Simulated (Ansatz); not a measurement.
`[SiH3][O][Ge]([Cl])([Cl])[Cl]`. Total charge 0; spin multiplicity 1. The structure was optimised at the PBE0-D4/def2-TZVP level. It is one conformer, not always the lowest.

```xyz
9

Si   -0.269    1.089   -1.191
O    -0.103   -0.427   -0.552
Ge    0.232   -1.101    1.009
Cl    2.110   -0.407    1.706
Cl    0.264   -3.201    0.806
Cl   -1.276   -0.524    2.383
H    -0.540    0.911   -2.635
H     0.981    1.865   -0.990
H    -1.398    1.796   -0.536
```

(1) What is the dipole moment at r2SCAN/def2-TZVPP? (Best estimate.)

(2) And with PBE, B3LYP, ωB97M-V? (Estimate.)

(3) Give the Mulliken charges with r2SCAN, ωB97M-V, B3LYP in def2-TZVPP. (An estimate is asked.)

Results:

(1) Computed: 0.93 D, with components (-0.13, 0.73, -0.56) D in this frame, pointing from negative to positive charge.

(2) Computed: PBE 0.89 D, B3LYP 0.93 D, ωB97M-V 0.89 D.

(3) Ansatz gave: 
```csv
atom,r2SCAN,ωB97M-V,B3LYP
Si1,0.45,0.31,0.42
O2,-0.46,-0.44,-0.43
Ge3,0.93,0.81,0.89
Cl4,-0.24,-0.21,-0.24
Cl5,-0.24,-0.20,-0.23
Cl6,-0.24,-0.21,-0.24
H7,-0.06,-0.02,-0.06
H8,-0.06,-0.02,-0.06
H9,-0.06,-0.02,-0.06
```

B3LYP here is the variant with VWN-RPA as its local correlation; programs differ in this.
